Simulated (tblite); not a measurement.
ethylenediamine (C2H8N2), singlet, at a GFN2-xTB geometry; GFN1-xTB (tblite).

Input for tblite:
```
$ tblite run mol.xyz --method gfn1 --charge 0 --spin 0 --spin-polarized --json tblite.json --no-restart

# file mol.xyz
12

N      1.80389178     0.38626777    -0.22442841
C      0.55694421     0.17700189     0.49221348
C     -0.55492179    -0.18446869    -0.49175578
N     -1.75934788    -0.55072401     0.23450925
H      2.55231782     0.59994733     0.42532920
H      1.71475544     1.17096056    -0.86238442
H      0.23886758     1.05364064     1.08495630
H      0.69696335    -0.65910161     1.18080159
H     -0.23414157    -1.04963774    -1.07605929
H     -0.70278446     0.65914184    -1.18994644
H     -2.49325710    -0.81799969    -0.41196303
H     -2.09666295     0.23904307     0.77595401
```

What does tblite print? Leave out banner, timings and long lists.


```
xTB calculator
 | screened Coulomb repulsion
 | Coulomb electrostatics
 |  * isotropic Klopman-Ohno-Mataga-Nishimoto electrostatics
 |  * onsite third-order electrostatics
 | DFT-D3(BJ) dispersion correction
 | Interactions (1)
 | [1] spin polarization

halogen bonding energy    0.0000000000000E+00 Eh
repulsion energy          1.6654132960108E-01 Eh
dispersion energy        -3.1492190010520E-03 Eh
interaction energy        0.0000000000000E+00 Eh
number of electrons       2.6000000000000E+01 e
integral cutoff           1.9731147476801E+01 bohr

------------------------------------------------------------
  cycle        total energy    energy error   density error
------------------------------------------------------------
      1     -14.89800136958  -1.5061393E+01   4.0270659E-01
      2     -14.94448408728  -4.6482718E-02   2.2041070E-01
      3     -14.94766877420  -3.1846869E-03   4.2387936E-02
      4     -14.94835310032  -6.8432611E-04   3.8724684E-03
      5     -14.94837649060  -2.3390280E-05   5.7107271E-04
      6     -14.94837676877  -2.7817532E-07   1.2779545E-04
      7     -14.94837684758  -7.8809562E-08   1.1994167E-05
------------------------------------------------------------

electronic energy        -1.5111768958180E+01 Eh
total energy             -1.4948376847580E+01 Eh

Post processing:
 | Mayer-Wiberg bond orders

[Info] JSON dump of results written to 'tblite.json'
```
